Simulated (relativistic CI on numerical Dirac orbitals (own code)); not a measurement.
## Charge states of niobium

These numbers are calculated, not measured: Dirac-Coulomb-Breit CI, KLI orbitals optimised for each configuration, model QED (radiative potential, 1s self-energy scaled to tabulated hydrogen-like ionisation energies), valence Slater integrals scaled by 0.9 (own radial code, finite nucleus).

Each species is treated in one configuration, given outside its closed core. Radial values are for the open shell of highest l, unscaled and averaged over j; ζ includes the Breit term. Labels give the leading LS character, summed over repeated terms.

```csv
Ion,Configuration,Its lowest level,LS weight (%),⟨r⟩ (bohr),⟨r²⟩ (bohr²),Next level,E (cm⁻¹),g_J,g√(J(J+1))
Nb²⁴⁺,3s²3p⁵,²P°3/2,100,0.386,0.1717,²P°1/2,167910,1.331,2.58
Nb²⁵⁺,3s²3p⁴,³P2,79,0.3821,0.1683,³P0,64619,1.391,3.41
Nb²⁶⁺,3s²3p³,J = 3/2 (mixed),49,0.3784,0.165,²D°3/2,139820,1.568,3.04
Nb²⁷⁺,3s²3p²,³P0,81,0.3747,0.1618,³P1,143170,,0.00
Nb²⁸⁺,3s²3p,²P°1/2,100,0.3711,0.1587,²P°3/2,184390,0.661,0.57
Nb²⁹⁺,3s²,¹S0,100,,,,,,0.00
Nb³⁰⁺,3s,²S1/2,100,0.3765,0.1612,,,1.998,1.73
Nb³¹⁺,2s²2p⁶,¹S0,100,,,,,,0.00
Nb³²⁺,2s²2p⁵,²P°3/2,100,0.1328,0.02139,²P°1/2,796300,1.324,2.56
Nb³³⁺,2s²2p⁴,³P2,74,0.1313,0.0209,¹S0,202070,1.363,3.34
Nb³⁴⁺,2s²2p³,J = 3/2 (mixed),41,0.1299,0.02043,J = 3/2 (mixed),709160,1.442,2.79
Nb³⁵⁺,2s²2p²,³P0,76,0.1285,0.01998,³P1,744480,,0.00
Nb³⁶⁺,2s²2p,?,?,?,?,?,?,?,?
Nb³⁷⁺,2s²,¹S0,100,,,,,,0.00
Nb³⁸⁺,2s,²S1/2,100,0.1461,0.02502,,,1.988,1.72
Nb³⁹⁺,1s²,¹S0,100,,,,,,0.00
```

(1) Fill in the row of Nb³⁶⁺.

Answers

(1) Its lowest level ²P°1/2; LS weight (%) 100; ⟨r⟩ (bohr) 0.1272; ⟨r²⟩ (bohr²) 0.01956; Next level ²P°3/2; E (cm⁻¹) 881110; g_J 0.652; g√(J(J+1)) 0.56.
